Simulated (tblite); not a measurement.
Computed values, GFN2-xTB/tblite, gas phase, harmonic and unscaled. The method is semi-empirical: single wavenumbers can be off by several per cent or more. Modes of hydrogen on phosphorus and silicon can be 10 to 20 % off. One conformer each. Thermal functions are those of the rigid rotor and harmonic oscillator, without mixing of conformers.

Question: Order these by their ideal-gas entropy at 298.15 K and 1 bar, highest first (cal/(mol K)).
A. `CC(C)n1nncc1C(F)(F)F`
B. `C=CC1=C[P-]C(CC)=C1`
C. `O=CC([SiH3])([SiH3])[SiH2]C(F)F`
D. `C#CC[PH+]1C=CCC=C1`

Answer: C (119.8), A (108.0), D (98.7), B (97.5).

| SMILES | atoms | mass (u) | symmetry number | modes under 300 cm⁻¹ | ZPE (kcal/mol) | S translation (cal/(mol K)) | S rotation | S vibration | S | Cp |
| --- | --- | --- | --- | --- | --- | --- | --- | --- | --- | --- |
| O=CC([SiH3])([SiH3])[SiH2]C(F)F | 19 | 184.00 | 1 | 12 | 70.0 | 41.6 | 30.8 | 47.4 | 119.8 | 52.6 |
| CC(C)n1nncc1C(F)(F)F | 20 | 179.07 | 1 | 9 | 90.6 | 41.5 | 30.5 | 36.0 | 108.0 | 44.0 |
| C#CC[PH+]1C=CCC=C1 | 19 | 137.05 | 1 | 6 | 92.0 | 40.7 | 29.4 | 28.6 | 98.7 | 39.5 |
| C=Cc1c[p-]c(CC)c1 | 19 | 137.05 | 1 | 6 | 94.7 | 40.7 | 29.7 | 27.1 | 97.5 | 37.7 |

Entropies and Cp are for 298.15 K and 1 bar.
